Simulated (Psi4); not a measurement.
cyclopentanone (C5H8O), singlet, at a GFN2-xTB geometry; B97M-V/STO-3G in Psi4.

The Psi4 input:
```
memory 2 GB

molecule mol {
0 1
  O     0.875373    1.898766   -0.357255
  C     0.379596    0.823378   -0.154920
  C     1.128227   -0.480617    0.028837
  C     0.060338   -1.567912   -0.047546
  C    -1.191630   -0.885966    0.509247
  C    -1.103036    0.535259   -0.039118
  H     1.925788   -0.585050   -0.705359
  H     1.591314   -0.452852    1.018349
  H     0.330283   -2.460898    0.513763
  H    -0.104973   -1.854084   -1.087624
  H    -1.149480   -0.866940    1.599588
  H    -2.107439   -1.393920    0.211527
  H    -1.525427    0.595767   -1.045239
  H    -1.604022    1.282992    0.574040
}

set basis sto-3g
set reference rks

energy('b97m-v')
print_variables()
```

The log (banner, timings and long lists left out):

```
   => Loading Basis Set <=

    Name: STO-3G
    Role: ORBITAL
    Keyword: BASIS

         ---------------------------------------------------------
                                   SCF
               by Justin Turney, Rob Parrish, Andy Simmonett
                          and Daniel G. A. Smith
                              RKS Reference
         ---------------------------------------------------------

  ==> Geometry <==

    Molecular point group: c1
    Full point group: C1

    Geometry (in Angstrom), charge = 0, multiplicity = 1:

       Center              X                  Y                   Z               Mass
    ------------   -----------------  -----------------  -----------------  -----------------
         O            0.844218006206     1.831187953964    -0.344540197973    15.994914619570
         C            0.348441006206     0.755799953964    -0.142205197973    12.000000000000
         C            1.097072006206    -0.548195046036     0.041551802027    12.000000000000
         C            0.029183006206    -1.635490046036    -0.034831197973    12.000000000000
         C           -1.222784993794    -0.953544046036     0.521961802027    12.000000000000
         C           -1.134190993794     0.467680953964    -0.026403197973    12.000000000000
         H            1.894633006206    -0.652628046036    -0.692644197973     1.007825032230
         H            1.560159006206    -0.520430046036     1.031063802027     1.007825032230
         H            0.299128006206    -2.528476046036     0.526477802027     1.007825032230
         H           -0.136127993794    -1.921662046036    -1.074909197973     1.007825032230
         H           -1.180634993794    -0.934518046036     1.612302802027     1.007825032230
         H           -2.138593993794    -1.461498046036     0.224241802027     1.007825032230
         H           -1.556581993794     0.528188953964    -1.032524197973     1.007825032230
         H           -1.635176993794     1.215413953964     0.586754802027     1.007825032230

  Running in c1 symmetry.

  Rotational constants: A =      0.22508  B =      0.11274  C =      0.08124 [cm^-1]
  Rotational constants: A =   6747.69689  B =   3380.00298  C =   2435.43527 [MHz]
  Nuclear repulsion =  236.852565336578380

  Charge       = 0
  Multiplicity = 1
  Electrons    = 46
  Nalpha       = 23
  Nbeta        = 23

  ==> Algorithm <==

  SCF Algorithm Type is DF.
  DIIS enabled.
  MOM disabled.
  Fractional occupation disabled.
  Guess Type is SAD.
  Energy threshold   = 1.00e-06
  Density threshold  = 1.00e-06
  Integral threshold = 1.00e-12

  ==> Primary Basis <==

  Basis Set: STO-3G
    Blend: STO-3G
    Number of shells: 26
    Number of basis functions: 38
    Number of Cartesian functions: 38
    Spherical Harmonics?: true
    Max angular momentum: 1

  ==> DFT Potential <==

   => LibXC <=

    Version 7.1.2
    S. Lehtola, C. Steigemann, M. J. T. Oliveira, and M. A. L. Marques,  SoftwareX 7, 1–5 (2018) (10.1016/j.softx.2017.11.002)

   => Composite Functional: B97M-V <=

    B97M-V GGA Exchange-Correlation Functional

    N. Mardirossian and M. Head-Gordon,  J. Chem. Phys. 142, 074111 (2015) (10.1063/1.4907719)

    Deriv               =              1
    GGA                 =           TRUE
    Meta                =           TRUE

    Exchange Hybrid     =          FALSE
    MP2 Hybrid          =          FALSE

   => Exchange-Correlation Functionals <=

    1.0000   B97M-V exchange-correlation functional

   => LibXC Density Thresholds  <==

    XC_MGGA_XC_B97M_V:  1.00E-15

   => VV10 Non-Local Parameters <=

    VV10 B              =     6.0000E+00
    VV10 C              =     1.0000E-02

   => Molecular Quadrature <=

    Radial Scheme          =       TREUTLER
    Pruning Scheme         =           NONE
    Nuclear Scheme         =       TREUTLER

    Blocking Scheme        =         OCTREE
    BS radius alpha        =              1
    Pruning alpha          =              1
[...]

   => Loading Basis Set <=

    Name: (STO-3G AUX)
    Role: JKFIT
    Keyword: DF_BASIS_SCF

  ==> Integral Setup <==

  SCF_SUBTYPE=INCORE selected. In-core MEM_DF algorithm will be used.
  Using in-core AOs.

  ==> MemDFJK: Density-Fitted J/K Matrices <==

    J tasked:                   Yes
    K tasked:                    No
    wK tasked:                   No
    Algorithm:                 Core
    Schwarz Cutoff:           1E-12
    Mask sparsity (%):       1.2465
    Fitting Condition:        1E-10

   => Auxiliary Basis Set <=

  Basis Set: (STO-3G AUX)
    Blend: DEF2-UNIVERSAL-JKFIT
    Number of shells: 198
    Number of basis functions: 596
    Number of Cartesian functions: 698
    Spherical Harmonics?: true
    Max angular momentum: 4

  Minimum eigenvalue in the overlap matrix is 1.9889783044E-01.
  Reciprocal condition number of the overlap matrix is 7.4148518989E-02.
    Using symmetric orthogonalization.

  ==> Pre-Iterations <==

  SCF Guess: Superposition of Atomic Densities via on-the-fly atomic UHF (no occupation information).

   -------------------------
    Irrep   Nso     Nmo
   -------------------------
     A         38      38
   -------------------------
    Total      38      38
   -------------------------

  ==> Iterations <==

                           Total Energy        Delta E     RMS |[F,P]|

   @DF-RKS iter SAD:  -264.39748654061208   -2.64397e+02   0.00000e+00
   @DF-RKS iter   1:  -267.15070839644898   -2.75322e+00   8.85484e-03 DIIS/ADIIS
   @DF-RKS iter   2:  -266.81324663440193    3.37462e-01   2.27274e-02 DIIS/ADIIS
   @DF-RKS iter   3:  -267.21565182713829   -4.02405e-01   1.74686e-03 DIIS/ADIIS
   @DF-RKS iter   4:  -267.21802297997255   -2.37115e-03   2.64274e-04 DIIS/ADIIS
   @DF-RKS iter   5:  -267.21808544563413   -6.24657e-05   4.93718e-05 DIIS
   @DF-RKS iter   6:  -267.21808787097956   -2.42535e-06   5.83314e-06 DIIS
   @DF-RKS iter   7:  -267.21808791267364   -4.16941e-08   6.51996e-07 DIIS
  Energy and wave function converged.

  ==> Post-Iterations <==

   Electrons on quadrature grid:
      Ntotal   =   45.9999787354 ; deviation = -2.126e-05

    Orbital Energies [Eh]
    ---------------------

    Doubly Occupied:

[...]
    Virtual:

[...]
    Final Occupation by Irrep:
              A
    DOCC [    23 ]
    NA   [    23 ]
    NB   [    23 ]

  @DF-RKS Final Energy:  -267.21808791267364

   => Energetics <=

    Nuclear Repulsion Energy =            236.8525653365783796
    One-Electron Energy =                -831.8862038281204150
    Two-Electron Energy =                 366.6803166570095982
    DFT Exchange-Correlation Energy =     -39.0428761686272523
    Empirical Dispersion Energy =           0.0000000000000000
    VV10 Nonlocal Energy =                  0.1781100904859953
    Total Energy =                       -267.2180879126736386

Computation Completed

Properties will be evaluated at   0.000000,   0.000000,   0.000000 [a0]

Properties computed using the SCF density matrix

 Multipole Moments:

 ------------------------------------------------------------------------------------
     Multipole            Electronic (a.u.)      Nuclear  (a.u.)        Total (a.u.)
 ------------------------------------------------------------------------------------

 L = 1.  Multiply by 2.5417464519 to convert [e a0] to [Debye]
 Dipole X            :          2.4242224           -2.7082264           -0.2840040
 Dipole Y            :          5.2583598           -5.8743934           -0.6160336
 Dipole Z            :         -0.9893668            1.1052742            0.1159074
 Magnitude           :                                                    0.6881789

 ------------------------------------------------------------------------------------

  Variable Map:
  ----------------------------------------------------------------------------
[...]
  Array Variable Map:
  ----------------------------------------------------------------------------
[...]
[...]
```
